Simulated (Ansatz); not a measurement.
Mulliken charges of C2H3BF2 (`FB1CC1F`) from PBE/def2-TZVPP in Ansatz (PBE0-D4/def2-TZVP geometry).

| atom | x (Å) | y (Å) | z (Å) | charge (e) |
| --- | --- | --- | --- | --- |
| F1 | -1.959 | 0.811 | 0.882 | -0.180 |
| B2 | -0.813 | 0.468 | 0.360 | 0.259 |
| C3 | 0.566 | -0.111 | 0.615 | -0.227 |
| C4 | -0.004 | -0.020 | -0.833 | 0.039 |
| F5 | -0.255 | -1.173 | -1.529 | -0.188 |
| H6 | 0.487 | -1.093 | 1.089 | 0.106 |
| H7 | 1.522 | 0.366 | 0.802 | 0.101 |
| H8 | 0.548 | 0.694 | -1.442 | 0.091 |

**Question.** By hand: the dipole of these point charges (1 e Å = 4.8032 D).

**Answer.** Σ q r = (0.317, 0.204, 0.115) e Å, of length 0.394 e Å = 1.89 D.

**Question.** How does the dipole of the full density compare? (An estimate is asked.)

**Answer.** The calculation gave: (0.247, 0.184, 0.154) e Å, 1.65 D; the point charges give 1.15 times that, at 10° from its direction.

Point charges leave out the atoms' own dipoles, such as those of lone pairs, and Mulliken's split depends on the basis, so the close match here is no proof of good charges.
